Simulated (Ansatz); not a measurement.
```yaml
crystal:
  periodic: [false, false, false]
  atoms:
    - {symbol: O, position_ang: [0.501572, 0.843105, 1.802263]}
    - {symbol: Si, position_ang: [0.428087, -0.682477, 1.230471]}
    - {symbol: F, position_ang: [-0.429992, -1.642008, 2.175650]}
    - {symbol: N, position_ang: [-0.321788, -0.693968, -0.292768]}
    - {symbol: Ge, position_ang: [-0.220851, 0.611515, -1.592772]}
    - {symbol: H, position_ang: [-0.311527, 1.350293, 1.840289]}
    - {symbol: H, position_ang: [1.815455, -1.175070, 1.284678]}
    - {symbol: H, position_ang: [-0.784681, -1.541201, -0.584786]}
    - {symbol: H, position_ang: [-1.002348, 1.858318, -1.140444]}
    - {symbol: H, position_ang: [-0.854347, 0.017805, -2.858729]}
    - {symbol: H, position_ang: [1.245919, 0.996688, -1.843151]}
basis:
  gaussian: {orbitals: def2-mTZVPP, point_charges: [{charge: 2.00, position_ang: [4.756, 0.588, -0.377]}]}
total_charge: 4
hamiltonian: {xc: {name: wB97X-V}}
accuracy: high
scf: {lower_state_search: light}
```

```sh
$ ansatz run in.yaml --threads 2 --pin off --events-out ev --progress --plain --max-ram 31744MiB --backend cpu
```

Output, abridged:

```
Functional definition: wB97X-V
3305 factors; integrals over basis functions are off by at most 2.6e-8 eV
506 factors; integrals over basis functions are off by at most 2.1e-9 eV
mean field evaluation 1: about -70566.1063 eV, gradient 1.9e2 eV
mean field evaluation 2: about -69591.4385 eV, gradient 4.2e2 eV
mean field evaluation 4: about -70548.2889 eV, gradient 1.7e2 eV
mean field evaluation 8: about -70642.5627 eV, gradient 9.9e0 eV
mean field evaluation 16: about -70643.2595 eV, gradient 6.0e-1 eV
mean field evaluation 32: about -70643.2826 eV, gradient 1.6e-2 eV
mean field evaluation 64: about -70643.2826 eV, gradient 3.6e-7 eV
mean field -70643.28258172 eV, -2596.0927511413 hartree, gradient 7.1e-8 eV, S^2 0.000000; 2 other end points of the search recorded, 0 dependent functions left out
reference -70643.28258153 eV, -2596.0927511344 hartree; 36, 36 occupied and 129, 129 virtual orbitals, 3305 factors
Total energy: -70643.28258153 eV, -2596.0927511344 hartree
```

In this input the charge is far from anything that the molecule holds. The calculation finished and met its thresholds. The result belongs to that input, not to the molecule as meant.
